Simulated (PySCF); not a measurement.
ECD: `C[C@@H]1CC[Si@H]1CCl`, C$_{5}$H$_{11}$ClSi

Geometry:
```json
{"atom": "C1", "x (Å)": "-1.065", "y (Å)": "1.999", "z (Å)": "0.249"}
{"atom": "C2", "x (Å)": "-0.593", "y (Å)": "0.689", "z (Å)": "-0.358"}
{"atom": "C3", "x (Å)": "-1.545", "y (Å)": "-0.505", "z (Å)": "-0.128"}
{"atom": "C4", "x (Å)": "-0.525", "y (Å)": "-1.603", "z (Å)": "0.237"}
{"atom": "Si5", "x (Å)": "0.836", "y (Å)": "-0.286", "z (Å)": "0.473"}
{"atom": "C6", "x (Å)": "2.449", "y (Å)": "-0.496", "z (Å)": "-0.526"}
{"atom": "Cl7", "x (Å)": "3.447", "y (Å)": "-1.724", "z (Å)": "0.297"}
{"atom": "H8", "x (Å)": "-0.329", "y (Å)": "2.784", "z (Å)": "0.095"}
{"atom": "H9", "x (Å)": "-2.003", "y (Å)": "2.315", "z (Å)": "-0.206"}
{"atom": "H10", "x (Å)": "-1.226", "y (Å)": "1.887", "z (Å)": "1.319"}
{"atom": "H11", "x (Å)": "-0.435", "y (Å)": "0.842", "z (Å)": "-1.429"}
{"atom": "H12", "x (Å)": "-2.203", "y (Å)": "-0.301", "z (Å)": "0.715"}
{"atom": "H13", "x (Å)": "-2.164", "y (Å)": "-0.749", "z (Å)": "-0.990"}
{"atom": "H14", "x (Å)": "-0.349", "y (Å)": "-2.284", "z (Å)": "-0.594"}
{"atom": "H15", "x (Å)": "-0.817", "y (Å)": "-2.205", "z (Å)": "1.093"}
{"atom": "H16", "x (Å)": "1.181", "y (Å)": "0.084", "z (Å)": "1.847"}
{"atom": "H17", "x (Å)": "3.045", "y (Å)": "0.412", "z (Å)": "-0.567"}
{"atom": "H18", "x (Å)": "2.289", "y (Å)": "-0.854", "z (Å)": "-1.540"}
```

Method: TDDFT B3LYP/def2-SVPD circular dichroism and optical rotation, one conformer, gas phase (PySCF). Geometry: GFN2-xTB.

The molecule is flexible and this is one conformer; a measurement averages over conformers.

Task: Assign R or S to each stereocentre.

Result: C2 R, Si5 R.

Task: List the lowest 8 singlet excitations with oscillator and rotatory strengths.

Result: Rotatory strengths R in 10⁻⁴⁰ esu² cm², velocity form and length form (origin at the centre of mass); f in length form.
```csv
state,E (eV),λ (nm),f,R (velocity),R (length),main
1,6.12,202,0.066,+27.4,+26.3,HOMO→LUMO 0.91
2,6.59,188,0.014,-11.6,-11.6,"HOMO−1→LUMO 0.79, HOMO→LUMO+1 0.09"
3,6.69,185,0.014,-43.0,-40.4,"HOMO→LUMO+1 0.81, HOMO−1→LUMO 0.10"
4,6.82,182,0.026,+13.6,+14.5,HOMO→LUMO+2 0.81
5,6.94,179,0.008,-24.9,-24.3,"HOMO−3→LUMO 0.40, HOMO→LUMO+3 0.29"
6,6.95,178,0.019,+12.2,+9.9,"HOMO−3→LUMO 0.50, HOMO−2→LUMO 0.23"
7,7.12,174,0.019,-6.6,-5.1,"HOMO−1→LUMO+1 0.56, HOMO→LUMO+3 0.25"
8,7.16,173,0.047,+39.6,+39.0,"HOMO−2→LUMO 0.30, HOMO−1→LUMO+1 0.30"
```

Among the states computed, the strongest CD band (largest |R|) is state 3. The largest dissymmetry factor in size, g = 4R/(D+G), with D and G the electric and magnetic dipole strengths, is -0.032 for state 5 (velocity form, f = 0.008), among bands with |R| over 0.5. The mirror image has the same energies and oscillator strengths and all R with the opposite sign.
